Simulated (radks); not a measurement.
Results of a calculation; reference values are marked as such.
Problem. Species: a nucleus of charge 61.9 with 61 electrons. Configuration: [Xe] 4f5 6s2. Level of theory: Dirac Kohn-Sham, BLYP, spin-unpolarised, spherical densities, finite nucleus; open shells fill j = l - 1/2 first; Fermi nuclear charge, rms radius 4.962 fm (a radial shooting solver on a logarithmic mesh with Libxc functionals). Some entries of the table are withheld. Estimate them.

orbital,occ.,eigenvalue (hartree),r(max) (bohr)
1s1/2,2,-1708.029,0.01452
2s1/2,2,-279.2451,0.08248
2p1/2,2,-264.7149,(1)
2p3/2,4,-242.7148,(2)
3s1/2,2,-61.53870,0.2344
3p1/2,2,-55.28297,0.2214
3p3/2,4,-50.83294,0.2334
3d3/2,4,-39.96914,0.1861
3d5/2,6,-39.00290,0.1895
4s1/2,2,-12.61350,0.5407
4p1/2,2,-10.21528,(3)
4p3/2,4,-9.23409,(4)
4d3/2,4,-5.28396,(5)
4d5/2,6,-5.10814,(6)
5s1/2,2,-1.96157,1.251
5p1/2,2,-1.30070,1.363
5p3/2,4,-1.16157,1.435
4f5/2,5,-0.54249,0.6059
4f7/2,0,-0.52110,0.6107
6s1/2,2,-0.33507,3.261

Solution. 
(1) 2p1/2 r(max) (bohr): 0.06249
(2) 2p3/2 r(max) (bohr): 0.06812
(3) 4p1/2 r(max) (bohr): 0.5465
(4) 4p3/2 r(max) (bohr): 0.5720
(5) 4d3/2 r(max) (bohr): 0.5834
(6) 4d5/2 r(max) (bohr): 0.5917
